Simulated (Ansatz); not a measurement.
## Molecular dynamics of C2H9ClSi2

The input (input.yaml):

```yaml
crystal:
  periodic: [false, false, false]
  atoms:
    - { symbol: Si, position_ang: [-0.017818, 0.078623, -0.025752] }
    - { symbol: Si, position_ang: [-0.079252, -0.120121, 2.327519] }
    - { symbol: H, position_ang: [-1.561524, -0.136643, 2.782628] }
    - { symbol: H, position_ang: [0.627314, -1.360171, 2.52336] }
    - { symbol: H, position_ang: [0.857887, 1.023262, 2.767296] }
    - { symbol: C, position_ang: [1.77097, 0.110743, -0.650788] }
    - { symbol: H, position_ang: [2.256652, -0.823728, -0.847833] }
    - { symbol: H, position_ang: [1.710183, 0.601732, -1.608761] }
    - { symbol: H, position_ang: [2.354277, 0.753044, 0.038992] }
    - { symbol: C, position_ang: [-0.794202, 1.734456, -0.64247] }
    - { symbol: H, position_ang: [-1.880134, 1.767664, -0.441159] }
    - { symbol: H, position_ang: [-0.302943, 2.511391, -0.051662] }
    - { symbol: H, position_ang: [-0.682007, 1.919976, -1.694652] }
    - { symbol: Cl, position_ang: [-0.829013, -1.833848, -0.851269] }
basis:
  gaussian: { orbitals: "6-31G" }
hamiltonian:
  xc: b3lyp
md:
  timestep: 0.25
  n_steps: 200
  ensemble: nve
  temperature: 300.0
  initial_velocities: maxwell_boltzmann
  seed: 980174
```

Launched with:

```bash
$ ansatz run input.yaml --threads 1 --pin off --max-ram 2048MiB --backend cpu --events-out ev --progress --plain --runs-dir out
```

It goes on from the last frame of an earlier run, with new velocities.

Output, in part (one step line in 3, the closing report, with atoms numbered from 0):

```
md step     0: t =     0.00 fs  T =   300.0 K  F+E_penalty+E_count = -30497.95844595 eV  E_kin = 0.465336 eV  conserved = -30497.49310996 eV  (24 SCF iters)
md step     3: t =     0.75 fs  T =   294.5 K  F+E_penalty+E_count = -30497.94996752 eV  E_kin = 0.456868 eV  conserved = -30497.49309972 eV  (21 SCF iters)
md step     6: t =     1.50 fs  T =   283.6 K  F+E_penalty+E_count = -30497.93290649 eV  E_kin = 0.439875 eV  conserved = -30497.49303170 eV  (21 SCF iters)
md step     9: t =     2.25 fs  T =   272.8 K  F+E_penalty+E_count = -30497.91609659 eV  E_kin = 0.423147 eV  conserved = -30497.49295000 eV  (21 SCF iters)
md step    12: t =     3.00 fs  T =   269.2 K  F+E_penalty+E_count = -30497.91041835 eV  E_kin = 0.417511 eV  conserved = -30497.49290747 eV  (21 SCF iters)
md step    15: t =     3.75 fs  T =   276.2 K  F+E_penalty+E_count = -30497.92136427 eV  E_kin = 0.428423 eV  conserved = -30497.49294094 eV  (21 SCF iters)
md step    18: t =     4.50 fs  T =   290.7 K  F+E_penalty+E_count = -30497.94401963 eV  E_kin = 0.450973 eV  conserved = -30497.49304618 eV  (21 SCF iters)
md step    21: t =     5.25 fs  T =   303.4 K  F+E_penalty+E_count = -30497.96385133 eV  E_kin = 0.470683 eV  conserved = -30497.49316863 eV  (22 SCF iters)
md step    24: t =     6.00 fs  T =   303.8 K  F+E_penalty+E_count = -30497.96449808 eV  E_kin = 0.471275 eV  conserved = -30497.49322273 eV  (24 SCF iters)
md step    27: t =     6.75 fs  T =   287.7 K  F+E_penalty+E_count = -30497.93944443 eV  E_kin = 0.446299 eV  conserved = -30497.49314562 eV  (24 SCF iters)
md step    30: t =     7.50 fs  T =   262.4 K  F+E_penalty+E_count = -30497.89999847 eV  E_kin = 0.407036 eV  conserved = -30497.49296293 eV  (22 SCF iters)
md step    33: t =     8.25 fs  T =   244.1 K  F+E_penalty+E_count = -30497.87142360 eV  E_kin = 0.378629 eV  conserved = -30497.49279486 eV  (21 SCF iters)
md step    36: t =     9.00 fs  T =   247.3 K  F+E_penalty+E_count = -30497.87643664 eV  E_kin = 0.383661 eV  conserved = -30497.49277547 eV  (20 SCF iters)
md step    39: t =     9.75 fs  T =   273.8 K  F+E_penalty+E_count = -30497.91758200 eV  E_kin = 0.424655 eV  conserved = -30497.49292708 eV  (21 SCF iters)
md step    42: t =    10.50 fs  T =   310.2 K  F+E_penalty+E_count = -30497.97429987 eV  E_kin = 0.481162 eV  conserved = -30497.49313808 eV  (21 SCF iters)
md step    45: t =    11.25 fs  T =   338.1 K  F+E_penalty+E_count = -30498.01764020 eV  E_kin = 0.524373 eV  conserved = -30497.49326711 eV  (25 SCF iters)
md step    48: t =    12.00 fs  T =   345.5 K  F+E_penalty+E_count = -30498.02915058 eV  E_kin = 0.535897 eV  conserved = -30497.49325328 eV  (26 SCF iters)
md step    51: t =    12.75 fs  T =   333.1 K  F+E_penalty+E_count = -30498.00985520 eV  E_kin = 0.516727 eV  conserved = -30497.49312795 eV  (21 SCF iters)
md step    54: t =    13.50 fs  T =   311.7 K  F+E_penalty+E_count = -30497.97643977 eV  E_kin = 0.483467 eV  conserved = -30497.49297325 eV  (21 SCF iters)
md step    57: t =    14.25 fs  T =   294.7 K  F+E_penalty+E_count = -30497.94993011 eV  E_kin = 0.457056 eV  conserved = -30497.49287413 eV  (21 SCF iters)
md step    60: t =    15.00 fs  T =   290.8 K  F+E_penalty+E_count = -30497.94392221 eV  E_kin = 0.451044 eV  conserved = -30497.49287796 eV  (21 SCF iters)
md step    63: t =    15.75 fs  T =   299.8 K  F+E_penalty+E_count = -30497.95797942 eV  E_kin = 0.465004 eV  conserved = -30497.49297527 eV  (22 SCF iters)
md step    66: t =    16.50 fs  T =   313.3 K  F+E_penalty+E_count = -30497.97912493 eV  E_kin = 0.486025 eV  conserved = -30497.49309981 eV  (22 SCF iters)
md step    69: t =    17.25 fs  T =   321.0 K  F+E_penalty+E_count = -30497.99101381 eV  E_kin = 0.497851 eV  conserved = -30497.49316267 eV  (26 SCF iters)
md step    72: t =    18.00 fs  T =   317.7 K  F+E_penalty+E_count = -30497.98588967 eV  E_kin = 0.492774 eV  conserved = -30497.49311589 eV  (26 SCF iters)
md step    75: t =    18.75 fs  T =   307.8 K  F+E_penalty+E_count = -30497.97047393 eV  E_kin = 0.477467 eV  conserved = -30497.49300667 eV  (22 SCF iters)
md step    78: t =    19.50 fs  T =   300.7 K  F+E_penalty+E_count = -30497.95942218 eV  E_kin = 0.466479 eV  conserved = -30497.49294308 eV  (21 SCF iters)
md step    81: t =    20.25 fs  T =   301.8 K  F+E_penalty+E_count = -30497.96111789 eV  E_kin = 0.468130 eV  conserved = -30497.49298818 eV  (21 SCF iters)
md step    84: t =    21.00 fs  T =   307.1 K  F+E_penalty+E_count = -30497.96951588 eV  E_kin = 0.476420 eV  conserved = -30497.49309619 eV  (21 SCF iters)
md step    87: t =    21.75 fs  T =   307.4 K  F+E_penalty+E_count = -30497.96997513 eV  E_kin = 0.476809 eV  conserved = -30497.49316571 eV  (22 SCF iters)
md step    90: t =    22.50 fs  T =   296.2 K  F+E_penalty+E_count = -30497.95258411 eV  E_kin = 0.459449 eV  conserved = -30497.49313516 eV  (22 SCF iters)
md step    93: t =    23.25 fs  T =   275.8 K  F+E_penalty+E_count = -30497.92076181 eV  E_kin = 0.427740 eV  conserved = -30497.49302221 eV  (21 SCF iters)
md step    96: t =    24.00 fs  T =   255.5 K  F+E_penalty+E_count = -30497.88923270 eV  E_kin = 0.396332 eV  conserved = -30497.49290061 eV  (21 SCF iters)
md step    99: t =    24.75 fs  T =   245.8 K  F+E_penalty+E_count = -30497.87418091 eV  E_kin = 0.381335 eV  conserved = -30497.49284611 eV  (21 SCF iters)
md step   102: t =    25.50 fs  T =   251.5 K  F+E_penalty+E_count = -30497.88292231 eV  E_kin = 0.390031 eV  conserved = -30497.49289124 eV  (21 SCF iters)
md step   105: t =    26.25 fs  T =   268.4 K  F+E_penalty+E_count = -30497.90935919 eV  E_kin = 0.416346 eV  conserved = -30497.49301291 eV  (21 SCF iters)
md step   108: t =    27.00 fs  T =   286.1 K  F+E_penalty+E_count = -30497.93699986 eV  E_kin = 0.443850 eV  conserved = -30497.49314958 eV  (21 SCF iters)
md step   111: t =    27.75 fs  T =   292.9 K  F+E_penalty+E_count = -30497.94757766 eV  E_kin = 0.454351 eV  conserved = -30497.49322622 eV  (26 SCF iters)
md step   114: t =    28.50 fs  T =   282.5 K  F+E_penalty+E_count = -30497.93145328 eV  E_kin = 0.438263 eV  conserved = -30497.49318981 eV  (25 SCF iters)
md step   117: t =    29.25 fs  T =   258.9 K  F+E_penalty+E_count = -30497.89459858 eV  E_kin = 0.401550 eV  conserved = -30497.49304889 eV  (22 SCF iters)
md step   120: t =    30.00 fs  T =   234.7 K  F+E_penalty+E_count = -30497.85691703 eV  E_kin = 0.364029 eV  conserved = -30497.49288765 eV  (21 SCF iters)
md step   123: t =    30.75 fs  T =   224.2 K  F+E_penalty+E_count = -30497.84061010 eV  E_kin = 0.347793 eV  conserved = -30497.49281666 eV  (21 SCF iters)
md step   126: t =    31.50 fs  T =   233.7 K  F+E_penalty+E_count = -30497.85531592 eV  E_kin = 0.362432 eV  conserved = -30497.49288357 eV  (21 SCF iters)
md step   129: t =    32.25 fs  T =   257.3 K  F+E_penalty+E_count = -30497.89210573 eV  E_kin = 0.399081 eV  conserved = -30497.49302456 eV  (21 SCF iters)
md step   132: t =    33.00 fs  T =   282.7 K  F+E_penalty+E_count = -30497.93167648 eV  E_kin = 0.438541 eV  conserved = -30497.49313534 eV  (21 SCF iters)
md step   135: t =    33.75 fs  T =   299.8 K  F+E_penalty+E_count = -30497.95825933 eV  E_kin = 0.465097 eV  conserved = -30497.49316209 eV  (21 SCF iters)
md step   138: t =    34.50 fs  T =   305.7 K  F+E_penalty+E_count = -30497.96729369 eV  E_kin = 0.474172 eV  conserved = -30497.49312130 eV  (25 SCF iters)
md step   141: t =    35.25 fs  T =   303.4 K  F+E_penalty+E_count = -30497.96366229 eV  E_kin = 0.470601 eV  conserved = -30497.49306144 eV  (21 SCF iters)
md step   144: t =    36.00 fs  T =   298.1 K  F+E_penalty+E_count = -30497.95544964 eV  E_kin = 0.462431 eV  conserved = -30497.49301841 eV  (21 SCF iters)
md step   147: t =    36.75 fs  T =   293.8 K  F+E_penalty+E_count = -30497.94871916 eV  E_kin = 0.455711 eV  conserved = -30497.49300818 eV  (21 SCF iters)
md step   150: t =    37.50 fs  T =   291.5 K  F+E_penalty+E_count = -30497.94513981 eV  E_kin = 0.452112 eV  conserved = -30497.49302791 eV  (22 SCF iters)
md step   153: t =    38.25 fs  T =   289.6 K  F+E_penalty+E_count = -30497.94226006 eV  E_kin = 0.449199 eV  conserved = -30497.49306072 eV  (22 SCF iters)
md step   156: t =    39.00 fs  T =   285.6 K  F+E_penalty+E_count = -30497.93613151 eV  E_kin = 0.443056 eV  conserved = -30497.49307530 eV  (22 SCF iters)
md step   159: t =    39.75 fs  T =   278.7 K  F+E_penalty+E_count = -30497.92539638 eV  E_kin = 0.432348 eV  conserved = -30497.49304822 eV  (22 SCF iters)
md step   162: t =    40.50 fs  T =   271.6 K  F+E_penalty+E_count = -30497.91426132 eV  E_kin = 0.421271 eV  conserved = -30497.49298984 eV  (25 SCF iters)
md step   165: t =    41.25 fs  T =   269.3 K  F+E_penalty+E_count = -30497.91074223 eV  E_kin = 0.417788 eV  conserved = -30497.49295466 eV  (22 SCF iters)
md step   168: t =    42.00 fs  T =   274.8 K  F+E_penalty+E_count = -30497.91918095 eV  E_kin = 0.426180 eV  conserved = -30497.49300079 eV  (21 SCF iters)
md step   171: t =    42.75 fs  T =   283.8 K  F+E_penalty+E_count = -30497.93325623 eV  E_kin = 0.440147 eV  conserved = -30497.49310892 eV  (20 SCF iters)
md step   174: t =    43.50 fs  T =   287.1 K  F+E_penalty+E_count = -30497.93856801 eV  E_kin = 0.445378 eV  conserved = -30497.49319002 eV  (21 SCF iters)
md step   177: t =    44.25 fs  T =   277.9 K  F+E_penalty+E_count = -30497.92415295 eV  E_kin = 0.430979 eV  conserved = -30497.49317350 eV  (24 SCF iters)
md step   180: t =    45.00 fs  T =   257.2 K  F+E_penalty+E_count = -30497.89195383 eV  E_kin = 0.398888 eV  conserved = -30497.49306627 eV  (21 SCF iters)
md step   183: t =    45.75 fs  T =   234.1 K  F+E_penalty+E_count = -30497.85603782 eV  E_kin = 0.363100 eV  conserved = -30497.49293828 eV  (21 SCF iters)
md step   186: t =    46.50 fs  T =   219.7 K  F+E_penalty+E_count = -30497.83362134 eV  E_kin = 0.340762 eV  conserved = -30497.49285911 eV  (25 SCF iters)
md step   189: t =    47.25 fs  T =   220.9 K  F+E_penalty+E_count = -30497.83548258 eV  E_kin = 0.342620 eV  conserved = -30497.49286280 eV  (21 SCF iters)
md step   192: t =    48.00 fs  T =   237.3 K  F+E_penalty+E_count = -30497.86105289 eV  E_kin = 0.368110 eV  conserved = -30497.49294265 eV  (21 SCF iters)
md step   195: t =    48.75 fs  T =   261.8 K  F+E_penalty+E_count = -30497.89916105 eV  E_kin = 0.406099 eV  conserved = -30497.49306244 eV  (21 SCF iters)
md step   198: t =    49.50 fs  T =   283.7 K  F+E_penalty+E_count = -30497.93324166 eV  E_kin = 0.440076 eV  conserved = -30497.49316606 eV  (22 SCF iters)
md step   200: t =    50.00 fs  T =   292.2 K  F+E_penalty+E_count = -30497.94639535 eV  E_kin = 0.453197 eV  conserved = -30497.49319838 eV  (25 SCF iters)
Total energy: -30497.94667179 eV, -1120.7788679376 hartree
Atom 0 at     0.152510     0.170723    -0.045351 Å, force    -0.721659     0.598207     0.190856 eV/Å
Atom 1 at    -0.198595    -0.218317     2.329224 Å, force    -0.023135     0.941525    -0.305879 eV/Å
Atom 2 at    -1.664207    -0.548017     2.544161 Å, force     0.364629    -0.259302    -0.147214 eV/Å
Atom 3 at     0.788163    -1.303144     2.668538 Å, force    -0.209098     0.099978     0.352181 eV/Å
Atom 4 at    -0.065380     1.106039     3.118312 Å, force     0.326806    -0.634427    -0.203237 eV/Å
Atom 5 at     1.837082    -0.022448    -0.903072 Å, force    -0.035748     0.313359    -0.807321 eV/Å
Atom 6 at     1.988858    -1.079104    -1.158154 Å, force     0.048161     0.214990     0.031456 eV/Å
Atom 7 at     1.904892     0.596195    -1.833545 Å, force    -0.198247    -0.477956     0.607148 eV/Å
Atom 8 at     2.617608     0.303627    -0.243548 Å, force     0.754420     0.179133     0.424761 eV/Å
Atom 9 at    -0.929971     1.706746    -0.645489 Å, force    -0.775459    -1.292942     0.769620 eV/Å
Atom 10 at    -1.916865     1.490203    -0.140073 Å, force     0.615292     0.388910    -0.824310 eV/Å
Atom 11 at    -0.631692     2.706217    -0.331122 Å, force     0.457995    -0.041166     0.174441 eV/Å
Atom 12 at    -1.021144     1.682773    -1.733380 Å, force    -0.214582     0.005462    -0.023050 eV/Å
Atom 13 at    -0.806579    -1.737488    -0.734186 Å, force    -0.389376    -0.035770    -0.239451 eV/Å
Dipole moment:     0.388008     0.631916     0.158736 e Å
```

The run went to its last step. The conserved energy stayed within 0.025 meV per atom of its start (net change -0.0063 meV per atom), so the integration is sound. A run of 0.05 ps of so small a system gives no equilibrium averages. Limits of this set-up: no polarisation functions.

The same pairs are bonded in the first frame and the last. Pairs count as bonded within 1.25 times the sum of covalent radii (0.12 Å more for H–H).

Last frame:

```xyz
14
Properties=species:S:1:pos:R:3
Si 0.152 0.171 -0.045
Si -0.199 -0.218 2.329
H -1.664 -0.548 2.544
H 0.788 -1.303 2.668
H -0.065 1.106 3.118
C 1.837 -0.022 -0.903
H 1.989 -1.079 -1.158
H 1.905 0.596 -1.833
H 2.618 0.304 -0.243
C -0.930 1.707 -0.645
H -1.917 1.490 -0.140
H -0.632 2.706 -0.331
H -1.021 1.683 -1.733
Cl -0.807 -1.738 -0.734
```

The run took 23 min on 1 thread of Intel(R) Xeon(R) Platinum 8259CL CPU @ 2.50GHz (Skylake/Cascade Lake) (shared host), peak memory 0.2 GiB.
